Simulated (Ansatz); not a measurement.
Ansatz (a first-principles code) input (HF/3-21G): The .json file is the Basis Set Exchange's 3-21G.

Ansatz 0.2 input:
```yaml
crystal:
  periodic: [false, false, false]
  atoms:
    - {symbol: C, position_ang: [1.61027106, -1.14143262, 0.64585948]}
    - {symbol: N, position_ang: [0.99958136, -0.04005648, -0.10857506]}
    - {symbol: B, position_ang: [-0.36880825, 0.30367853, -0.18012590]}
    - {symbol: C, position_ang: [-0.81241214, 1.55065843, -1.06878523]}
    - {symbol: C, position_ang: [-1.47065674, -0.53855870, 0.61512578]}
    - {symbol: H, position_ang: [2.32196962, -0.76929672, 1.37585218]}
    - {symbol: H, position_ang: [2.12844872, -1.82915769, -0.01475800]}
    - {symbol: H, position_ang: [0.84336746, -1.69015890, 1.17079844]}
    - {symbol: H, position_ang: [1.66133488, 0.51139624, -0.62095903]}
    - {symbol: H, position_ang: [-1.33125335, 2.28757188, -0.45534889]}
    - {symbol: H, position_ang: [0.01184800, 2.05470846, -1.56765582]}
    - {symbol: H, position_ang: [-1.52307250, 1.23703091, -1.83373059]}
    - {symbol: H, position_ang: [-1.47453417, -1.58387191, 0.30656736]}
    - {symbol: H, position_ang: [-2.47214169, -0.14966649, 0.45809874]}
    - {symbol: H, position_ang: [-1.28220829, -0.53055571, 1.68859034]}
basis:
  gaussian:
    orbitals: 3-21G.json
hamiltonian:
  xc: {name: HF}
phonons: {temperatures: {t_min: 298.15, t_max: 298.15, t_step: 100}}
```

Output:

```
Functional definition: HF
integrals: 0.02 GiB planned
910 factors; integrals over basis functions are off by at most 5.5e-4 eV
mean field: 0.14 GiB planned
mean field evaluation 1: about -5372.6071 eV, gradient 3.1e1 eV
mean field evaluation 2: about -5372.5973 eV, gradient 3.1e1 eV
mean field evaluation 4: about -5375.0137 eV, gradient 2.8e0 eV
mean field evaluation 8: about -5375.0347 eV, gradient 9.3e-3 eV
mean field -5375.03474415 eV, -197.5288835182 hartree, gradient 1.4e-5 eV, S^2 0.000000; 0 other end points of the search recorded, 0 dependent functions left out
the calculation of the forces begins
reference -5375.03474415 eV, -197.5288835182 hartree; 20, 20 occupied and 45, 45 virtual orbitals, 910 factors
these checks for a lower state are left out or cut short: stability, starts, cluster_reference, orbital_swaps, neighbouring_geometries, increment
integrals: 0.02 GiB planned
910 factors; integrals over basis functions are off by at most 5.4e-4 eV
mean field: 0.14 GiB planned
mean field evaluation 16: about -5375.0346 eV, gradient 5.1e-5 eV
mean field -5375.03457499 eV, -197.5288773017 hartree, gradient 2.1e-6 eV, S^2 0.000000; 0 other end points of the search recorded, 0 dependent functions left out
the calculation of the forces begins
reference -5375.03457499 eV, -197.5288773017 hartree; 20, 20 occupied and 45, 45 virtual orbitals, 910 factors
these checks for a lower state are left out or cut short: stability, starts, cluster_reference, orbital_swaps, neighbouring_geometries, increment
integrals: 0.02 GiB planned
910 factors; integrals over basis functions are off by at most 5.5e-4 eV
mean field: 0.14 GiB planned
mean field -5375.03457553 eV, -197.5288773213 hartree, gradient 2.0e-6 eV, S^2 0.000000; 0 other end points of the search recorded, 0 dependent functions left out
the calculation of the forces begins
reference -5375.03457553 eV, -197.5288773213 hartree; 20, 20 occupied and 45, 45 virtual orbitals, 910 factors
these checks for a lower state are left out or cut short: stability, starts, cluster_reference, orbital_swaps, neighbouring_geometries, increment
integrals: 0.02 GiB planned
910 factors; integrals over basis functions are off by at most 5.4e-4 eV
mean field: 0.14 GiB planned
mean field evaluation 32: about -5375.0346 eV, gradient 5.1e-5 eV
mean field -5375.03455070 eV, -197.5288764088 hartree, gradient 2.1e-6 eV, S^2 0.000000; 0 other end points of the search recorded, 0 dependent functions left out
the calculation of the forces begins
reference -5375.03455070 eV, -197.5288764088 hartree; 20, 20 occupied and 45, 45 virtual orbitals, 910 factors
these checks for a lower state are left out or cut short: stability, starts, cluster_reference, orbital_swaps, neighbouring_geometries, increment
integrals: 0.02 GiB planned
910 factors; integrals over basis functions are off by at most 5.5e-4 eV
mean field: 0.14 GiB planned
mean field -5375.03455047 eV, -197.5288764005 hartree, gradient 2.1e-6 eV, S^2 0.000000; 0 other end points of the search recorded, 0 dependent functions left out
the calculation of the forces begins
reference -5375.03455047 eV, -197.5288764005 hartree; 20, 20 occupied and 45, 45 virtual orbitals, 910 factors
these checks for a lower state are left out or cut short: stability, starts, cluster_reference, orbital_swaps, neighbouring_geometries, increment
integrals: 0.02 GiB planned
910 factors; integrals over basis functions are off by at most 5.5e-4 eV
mean field: 0.14 GiB planned
mean field -5375.03453403 eV, -197.5288757965 hartree, gradient 2.0e-6 eV, S^2 0.000000; 0 other end points of the search recorded, 0 dependent functions left out
the calculation of the forces begins
reference -5375.03453403 eV, -197.5288757965 hartree; 20, 20 occupied and 45, 45 virtual orbitals, 910 factors
these checks for a lower state are left out or cut short: stability, starts, cluster_reference, orbital_swaps, neighbouring_geometries, increment
integrals: 0.02 GiB planned
910 factors; integrals over basis functions are off by at most 5.5e-4 eV
mean field: 0.14 GiB planned
mean field -5375.03453374 eV, -197.5288757856 hartree, gradient 2.1e-6 eV, S^2 0.000000; 0 other end points of the search recorded, 0 dependent functions left out
the calculation of the forces begins
reference -5375.03453374 eV, -197.5288757856 hartree; 20, 20 occupied and 45, 45 virtual orbitals, 910 factors
these checks for a lower state are left out or cut short: stability, starts, cluster_reference, orbital_swaps, neighbouring_geometries, increment
integrals: 0.02 GiB planned
910 factors; integrals over basis functions are off by at most 5.5e-4 eV
mean field: 0.14 GiB planned
mean field evaluation 64: about -5375.0346 eV, gradient 2.1e-6 eV
[...]
mean field -5375.03469942 eV, -197.5288818742 hartree, gradient 2.1e-6 eV, S^2 0.000000; 0 other end points of the search recorded, 0 dependent functions left out
the calculation of the forces begins
reference -5375.03469942 eV, -197.5288818742 hartree; 20, 20 occupied and 45, 45 virtual orbitals, 910 factors
these checks for a lower state are left out or cut short: stability, starts, cluster_reference, orbital_swaps, neighbouring_geometries, increment
integrals: 0.02 GiB planned
910 factors; integrals over basis functions are off by at most 5.5e-4 eV
mean field: 0.14 GiB planned
mean field -5375.03469946 eV, -197.5288818759 hartree, gradient 2.1e-6 eV, S^2 0.000000; 0 other end points of the search recorded, 0 dependent functions left out
the calculation of the forces begins
reference -5375.03469946 eV, -197.5288818759 hartree; 20, 20 occupied and 45, 45 virtual orbitals, 910 factors
these checks for a lower state are left out or cut short: stability, starts, cluster_reference, orbital_swaps, neighbouring_geometries, increment
integrals: 0.02 GiB planned
910 factors; integrals over basis functions are off by at most 5.5e-4 eV
mean field: 0.14 GiB planned
mean field -5375.03472775 eV, -197.5288829154 hartree, gradient 1.4e-6 eV, S^2 0.000000; 0 other end points of the search recorded, 0 dependent functions left out
the calculation of the forces begins
reference -5375.03472775 eV, -197.5288829154 hartree; 20, 20 occupied and 45, 45 virtual orbitals, 910 factors
these checks for a lower state are left out or cut short: stability, starts, cluster_reference, orbital_swaps, neighbouring_geometries, increment
integrals: 0.02 GiB planned
910 factors; integrals over basis functions are off by at most 5.5e-4 eV
mean field: 0.14 GiB planned
mean field -5375.03472744 eV, -197.5288829042 hartree, gradient 1.5e-6 eV, S^2 0.000000; 0 other end points of the search recorded, 0 dependent functions left out
the calculation of the forces begins
reference -5375.03472744 eV, -197.5288829042 hartree; 20, 20 occupied and 45, 45 virtual orbitals, 910 factors
these checks for a lower state are left out or cut short: stability, starts, cluster_reference, orbital_swaps, neighbouring_geometries, increment
integrals: 0.02 GiB planned
910 factors; integrals over basis functions are off by at most 5.5e-4 eV
mean field: 0.14 GiB planned
mean field evaluation 352: about -5375.0346 eV, gradient 2.1e-6 eV
mean field -5375.03464166 eV, -197.5288797517 hartree, gradient 2.1e-6 eV, S^2 0.000000; 0 other end points of the search recorded, 0 dependent functions left out
the calculation of the forces begins
reference -5375.03464166 eV, -197.5288797517 hartree; 20, 20 occupied and 45, 45 virtual orbitals, 910 factors
these checks for a lower state are left out or cut short: stability, starts, cluster_reference, orbital_swaps, neighbouring_geometries, increment
integrals: 0.02 GiB planned
910 factors; integrals over basis functions are off by at most 5.5e-4 eV
mean field: 0.14 GiB planned
mean field -5375.03464323 eV, -197.5288798094 hartree, gradient 2.1e-6 eV, S^2 0.000000; 0 other end points of the search recorded, 0 dependent functions left out
the calculation of the forces begins
reference -5375.03464323 eV, -197.5288798094 hartree; 20, 20 occupied and 45, 45 virtual orbitals, 910 factors
these checks for a lower state are left out or cut short: stability, starts, cluster_reference, orbital_swaps, neighbouring_geometries, increment
integrals: 0.02 GiB planned
910 factors; integrals over basis functions are off by at most 5.5e-4 eV
mean field: 0.14 GiB planned
mean field -5375.03472051 eV, -197.5288826493 hartree, gradient 2.1e-6 eV, S^2 0.000000; 0 other end points of the search recorded, 0 dependent functions left out
the calculation of the forces begins
reference -5375.03472051 eV, -197.5288826493 hartree; 20, 20 occupied and 45, 45 virtual orbitals, 910 factors
these checks for a lower state are left out or cut short: stability, starts, cluster_reference, orbital_swaps, neighbouring_geometries, increment
integrals: 0.02 GiB planned
910 factors; integrals over basis functions are off by at most 5.5e-4 eV
mean field: 0.14 GiB planned
mean field -5375.03472115 eV, -197.5288826727 hartree, gradient 2.2e-6 eV, S^2 0.000000; 0 other end points of the search recorded, 0 dependent functions left out
the calculation of the forces begins
reference -5375.03472115 eV, -197.5288826727 hartree; 20, 20 occupied and 45, 45 virtual orbitals, 910 factors
these checks for a lower state are left out or cut short: stability, starts, cluster_reference, orbital_swaps, neighbouring_geometries, increment
integrals: 0.02 GiB planned
910 factors; integrals over basis functions are off by at most 5.5e-4 eV
mean field: 0.14 GiB planned
mean field -5375.03471348 eV, -197.5288823908 hartree, gradient 2.1e-6 eV, S^2 0.000000; 0 other end points of the search recorded, 0 dependent functions left out
the calculation of the forces begins
reference -5375.03471348 eV, -197.5288823908 hartree; 20, 20 occupied and 45, 45 virtual orbitals, 910 factors
these checks for a lower state are left out or cut short: stability, starts, cluster_reference, orbital_swaps, neighbouring_geometries, increment
integrals: 0.02 GiB planned
910 factors; integrals over basis functions are off by at most 5.5e-4 eV
mean field: 0.14 GiB planned
mean field evaluation 384: about -5375.0347 eV, gradient 7.7e-6 eV
mean field -5375.03471289 eV, -197.5288823693 hartree, gradient 2.1e-6 eV, S^2 0.000000; 0 other end points of the search recorded, 0 dependent functions left out
the calculation of the forces begins
reference -5375.03471289 eV, -197.5288823693 hartree; 20, 20 occupied and 45, 45 virtual orbitals, 910 factors
these checks for a lower state are left out or cut short: stability, starts, cluster_reference, orbital_swaps, neighbouring_geometries, increment
integrals: 0.02 GiB planned
910 factors; integrals over basis functions are off by at most 5.5e-4 eV
mean field: 0.14 GiB planned
mean field -5375.03468619 eV, -197.5288813883 hartree, gradient 2.1e-6 eV, S^2 0.000000; 0 other end points of the search recorded, 0 dependent functions left out
the calculation of the forces begins
reference -5375.03468619 eV, -197.5288813883 hartree; 20, 20 occupied and 45, 45 virtual orbitals, 910 factors
these checks for a lower state are left out or cut short: stability, starts, cluster_reference, orbital_swaps, neighbouring_geometries, increment
integrals: 0.02 GiB planned
910 factors; integrals over basis functions are off by at most 5.5e-4 eV
mean field: 0.14 GiB planned
mean field -5375.03468660 eV, -197.5288814034 hartree, gradient 2.1e-6 eV, S^2 0.000000; 0 other end points of the search recorded, 0 dependent functions left out
the calculation of the forces begins
reference -5375.03468660 eV, -197.5288814034 hartree; 20, 20 occupied and 45, 45 virtual orbitals, 910 factors
Total energy: -5375.03474415 eV, -197.5288835182 hartree
Atom 0 at     1.610271    -1.141433     0.645859 Å, force     0.000393    -0.000045    -0.000020 eV/Å
Atom 1 at     0.999581    -0.040056    -0.108575 Å, force    -0.000413     0.000049     0.000020 eV/Å
Atom 2 at    -0.368808     0.303679    -0.180126 Å, force     0.000447    -0.000111     0.000022 eV/Å
Atom 3 at    -0.812412     1.550658    -1.068785 Å, force    -0.000111     0.000220    -0.000152 eV/Å
Atom 4 at    -1.470657    -0.538559     0.615126 Å, force    -0.000290    -0.000095     0.000113 eV/Å
Atom 5 at     2.321970    -0.769297     1.375852 Å, force     0.000061     0.000067     0.000061 eV/Å
Atom 6 at     2.128449    -1.829158    -0.014758 Å, force     0.000040    -0.000047    -0.000090 eV/Å
Atom 7 at     0.843367    -1.690159     1.170798 Å, force    -0.000247    -0.000015     0.000046 eV/Å
Atom 8 at     1.661335     0.511396    -0.620959 Å, force     0.000025     0.000006    -0.000008 eV/Å
Atom 9 at    -1.331253     2.287572    -0.455349 Å, force     0.000007    -0.000024    -0.000033 eV/Å
Atom 10 at     0.011848     2.054708    -1.567656 Å, force    -0.000028    -0.000090     0.000072 eV/Å
Atom 11 at    -1.523073     1.237031    -1.833731 Å, force     0.000016     0.000024     0.000030 eV/Å
Atom 12 at    -1.474534    -1.583872     0.306567 Å, force     0.000061    -0.000129    -0.000138 eV/Å
Atom 13 at    -2.472142    -0.149666     0.458099 Å, force    -0.000062     0.000103    -0.000070 eV/Å
Atom 14 at    -1.282208    -0.530556     1.688590 Å, force     0.000101     0.000088     0.000147 eV/Å
Dipole moment:     0.297098    -0.106654     0.039942 e Å
Vibrations: 93.36 105.39 134.93 213.23 255.46 323.37 443.73 507.44 705.26 746.60 896.46 929.39 961.31 1101.48 1138.03 1158.37 1258.52 1287.93 1450.72 1510.71 1517.42 1612.04 1630.38 1639.17 1642.90 1653.43 1665.01 1680.63 1708.75 3152.95 3157.65 3182.15 3194.77 3197.68 3217.23 3218.43 3234.31 3299.67 3745.59 cm⁻¹, zero-point energy 3.878960 eV
```

The blocks after the first are displaced geometries, from whose forces the wavenumbers follow.
